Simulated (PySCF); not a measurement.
HOSi, SMILES O=[SiH], multiplicity 2. Geometry optimised at PBE-D3(BJ)/def2-TZVPD. The isomer is the one that the SMILES or the coordinates give; other isomers of the formula were not compared.

Give the equilibrium geometry at PBE-D3(BJ)/def2-TZVPD (PySCF confirms it by a frequency run) as Cartesian coordinates in Å, and its point group. (Estimate from the structure and the level; the computed values follow.)

point group Cs.
```xyz
3

O      0.0825     1.0370     0.0000
Si    -0.1280    -0.4937     0.0000
H      1.1329    -1.3850     0.0000
```
Charge 0, spin multiplicity 2.
